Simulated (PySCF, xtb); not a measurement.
Si(F)2(Et)(NH2) (C2H7F2NSi), SMILES CC[Si](F)(N)F.

xtb with GFN2-xTB at its own geometry gives an orbital gap of 7.37 eV and a dipole moment of 3.06 D.

The structure is a stationary point at B3LYP-D3(BJ)/def2-SVP. The values are those of a single conformer.

What does ωB97X/def2-TZVP (PySCF) give? (The exact figures need the calculation; the answer reports its results.)

gap 13.26 eV (levels -10.68 and 2.59 eV), dipole 2.72 D.
